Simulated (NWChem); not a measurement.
Species: ReHO4; SMILES [O]=[Re](=[O])(=[O])[OH]

```xyz
6

Re    -0.0369    -0.0328    -0.0097
O      1.3416    -0.9065     0.5314
O      0.1454     1.5998     0.4980
O     -1.4505    -0.6980     0.7051
O     -0.2174    -0.1439    -1.8830
H      0.4813     0.1815    -2.4850
```
Atoms are numbered in this order, from 1.

Level: PBE-D3(BJ)/def2-SVP with def2 effective core potentials on Re (NWChem), optimised geometry, unscaled harmonic frequencies. def2 effective core potentials on Re; no spin-orbit coupling.

Problem. List the harmonic frequencies with IR intensities, and the thermochemistry.

Solution. 
| frequency (cm⁻¹) | IR intensity (km/mol) |
|---|---|
| 179 | 132.3 |
| 234 | 16.3 |
| 234 | 3.8 |
| 295 | 15.9 |
| 332 | 1.0 |
| 340 | 2.1 |
| 637 | 191.8 |
| 736 | 11.8 |
| 969 | 126.9 |
| 971 | 130.4 |
| 995 | 19.5 |
| 3709 | 231.9 |

* **zero-point energy**: 13.8 kcal/mol
* **thermal correction to the enthalpy at 298.15 K (with zero-point energy)**: 18.1 kcal/mol
* **heat capacity Cv**: 19.2 cal/(mol K)
* **entropy at 298.15 K and 1 atm (symmetry number 1)**: 79.6 cal/(mol K)

Rigid rotor and harmonic oscillator.
